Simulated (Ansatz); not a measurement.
```yaml
crystal:
  periodic: [false, false, false]
  atoms:
    - {symbol: Si, position_ang: [-0.635114, 1.096008, -0.375990]}
    - {symbol: O, position_ang: [-0.020916, -0.118964, 0.545659]}
    - {symbol: As, position_ang: [0.970984, -1.492123, -0.054477]}
    - {symbol: H, position_ang: [-1.525239, 0.562995, -1.443780]}
    - {symbol: H, position_ang: [0.450837, 1.879548, -1.026522]}
    - {symbol: H, position_ang: [-1.410850, 1.973663, 0.532512]}
    - {symbol: H, position_ang: [2.038908, -1.390600, 1.033953]}
    - {symbol: H, position_ang: [0.223591, -2.567625, 0.732746]}
basis:
  gaussian: {orbitals: cc-pVTZ, fitting: {mean_field: def2-universal-jkfit}, final_grid: {core_spheres: 5, valence_spheres: 4, degree: 11}}
magnetization: {spin_polarized: true, initial_magnetization: 2}
hamiltonian: {xc: {name: HF}}
correlation: {active_space: {window: {electrons: 2, orbitals: 1}}}
accuracy: high
```

```sh
$ ansatz run in.yaml --threads 2 --pin off --events-out ev --progress --plain --max-ram 4352MiB
```

Q: How does Ansatz answer? (Estimate.)

A: Computed: The program refused the input.
```
Error: invalid value for `correlation.active_space`: it starts from restricted Hartree–Fock orbitals; set hamiltonian.xc: hf without magnetization.spin_polarized
```
